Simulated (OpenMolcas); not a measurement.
Lines of As+: computed and rescaled rates

```json
{
  "Program": "OpenMolcas 26.06",
  "Method": "MS-RASPT2, IPEA 0.25 Eh, imaginary shift 0.1 Eh (closed shells correlated: 3d)",
  "Basis": "ANO-RCC-VQZP [7s6p4d2f1g]",
  "Scalar Hamiltonian": "DKH2, point nucleus",
  "Active space": "4 electrons in 9 orbitals (RAS2 4s 4p; RAS3 4d, at most 2 electrons)",
  "State averaging": "2S+1 = 3 even, 6 roots; 2S+1 = 1 even, 6 roots; 2S+1 = 5 odd, 1 root; 2S+1 = 3 odd, 8 roots; 2S+1 = 1 odd, 8 roots",
  "Spin-orbit coupling": "state interaction with AMFI integrals over the reference wave functions, term energies averaged over their components"
}
```

Rates come from the transition moments of the reference wave functions (E1 and E2 in the length form). At fixed line strength A goes as λ^-3 for E1 and M1 and as λ^-5 for E2, so a rate at the computed wavelength can be rescaled to the measured one. Measured vacuum wavelengths follow from level energies in NIST Handbook of Basic Atomic Spectroscopic Data. Branching counts decays inside the model space alone, at computed energies, and the table is only a selection of the E2 and M1 lines, drawn from those between levels with measured partners whose computed energy lies within a factor of 1.5 of the measured one.

| Upper | Lower | Type | λ computed (nm) | λ measured (nm) | A computed (s-1) | A rescaled (s-1) | Branching % |
| --- | --- | --- | --- | --- | --- | --- | --- |
| 4s2 4p2 3P1 | 4s2 4p2 3P0 | M1 | 10630 | 9403 | 1.49e-02 | 2.15e-02 | 100.0 |
| 4s2 4p2 3P2 | 4s2 4p2 3P1 | M1 | 7389 | 6767 | 3.30e-02 | 4.30e-02 | 99.9 |
| 4s2 4p2 1D2 | 4s2 4p2 3P2 | M1 | 1299 | 1324 | 3.34e-01 |  | 64.1 |
| 4s2 4p2 1D2 | 4s2 4p2 3P1 | M1 | 1105 | 1107 | 1.84e-01 |  | 35.4 |
| 4s2 4p2 1S0 | 4s2 4p2 1D2 | E2 | 789.5 | 799.8 | 2.04e+00 | 1.91e+00 | 29.3 |
| 4s2 4p2 1S0 | 4s2 4p2 3P2 | E2 | 491.1 | 498.6 | 1.84e-01 |  | 2.6 |
| 4s2 4p2 1S0 | 4s2 4p2 3P1 | M1 | 460.5 | 464.4 | 4.74e+00 |  | 68.1 |

Spin-changing lines and M1 lines between different terms are not rescaled, since their strength hangs on the term gaps too.

The largest correction is for 4s2 4p2 3P1 → 4s2 4p2 3P0 (M1): 1.49e-02 × (10630 / 9403)^3 = 2.15e-02 s-1, a factor of 1.44.

No measured rate stands beside these. Rescaling mends the energy factor alone: line strengths can still be far off where a level mixes with configurations outside the active space, and weak or spin-changing lines hang on small mixing coefficients that depend on the term gaps too, so rescaling need not improve them.

CASPT2 does not keep the components of a term degenerate, so their means are used; among the terms shown or strongly mixed into the levels shown the widest spread is 39 cm-1 (4s2 4p2 1D). Over all roots computed the reference weight is 0.92 to 0.98; the roots of lowest weight are the least certain, and an intruder state may touch them. The run also gave levels led by 4s 4p2 4d, 4s2 4p 4d, which use shells meant for correlation; these and all levels above them are left out. Computed and measured levels are paired by configuration, term and J; levels that our copy of the source lacks, or whose pairing is in doubt (as where it misses far off the trend of its configuration), stay unpaired. Levels of configurations outside the active space are missing.
